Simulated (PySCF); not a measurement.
This PySCF input asks for the NMR shieldings of SMILES C=C[B-]1(C(F)(F)F)OC(=O)C(=O)O1, [C₅H₃BF₃O₄]-; the geometry comes from GFN2-xTB.

```python
import basis_set_exchange as bse
import numpy as np
from pyscf import gto, dft
from pyscf.prop import nmr

atoms = """
C     0.994835   -2.156537    0.680347
C     0.348050   -1.516074   -0.278885
B    -0.198193   -0.012915   -0.179923
C    -1.857102    0.002794   -0.307467
F    -2.492347   -0.683968    0.679357
F    -2.418848    1.237604   -0.279633
F    -2.322829   -0.558287   -1.455978
O     0.184681    0.699184    1.077740
C     0.860537    1.784443    0.800517
O     1.321968    2.553320    1.611252
C     0.972763    1.897966   -0.734694
O     1.537049    2.773352   -1.348580
O     0.357068    0.871433   -1.262116
H     1.343958   -3.174940    0.577921
H     1.198979   -1.676762    1.623623
H     0.161833   -2.031669   -1.214892
"""
names = dict.fromkeys(["C", "B", "F", "O", "H"], "pcSseg-1")
basis = {el: gto.basis.parse(bse.get_basis(n, elements=[el], fmt="nwchem")) for el, n in names.items()}
mol = gto.M(atom=atoms, basis=basis, charge=-1, verbose=0)
mf = dft.RKS(mol, xc="PBE0")
mf.grids.level = 2
mf.grids.alignment = dft.numint.BLKSIZE   # the property module wants whole blocks of grid points
mf.conv_tol = 1e-9
mf.kernel()

calc = nmr.RKS(mf)   # GIAO
C = mf.mo_coeff
Co = C[:, mf.mo_occ > 0]
resp = mf.gen_response(singlet=True, hermi=2)
def vind(x):   # induced exchange potential for any number of trial vectors
    d = np.einsum("pi,xij,qj->xpq", C, 2 * x.reshape(-1, C.shape[1], Co.shape[1]), Co, optimize=True)
    return np.einsum("xpq,pi,qj->xij", resp(d - d.transpose(0, 2, 1)), C, Co, optimize=True).ravel()
mo1, _ = nmr.rhf.solve_mo1(calc, with_cphf=vind)
sigma = calc.kernel(mo1)
for i, s in enumerate(sigma):   # ppm
    print("%2d %-2s %9.2f" % (i, mol.atom_pure_symbol(i), np.trace(s) / 3))
```

Problem. What does it print?

Solution. 
```
 0 C      62.80
 1 C      30.61
 2 B     103.21
 3 C      44.68
 4 F     259.31
 5 F     269.82
 6 F     260.32
 7 O      97.04
 8 C      19.16
 9 O     -66.48
10 C      20.02
11 O     -64.29
12 O      88.69
13 H      26.29
14 H      26.16
15 H      25.08
```

These numbers come from an equivalent density-fitted implementation of the same equations, which agrees with the script to about 0.01 ppm for H and up to a few tenths of a ppm for heavy atoms, so last digits may differ.

Size and cost of the density-fitted run: 236 basis functions, about 2.3 core-minutes.
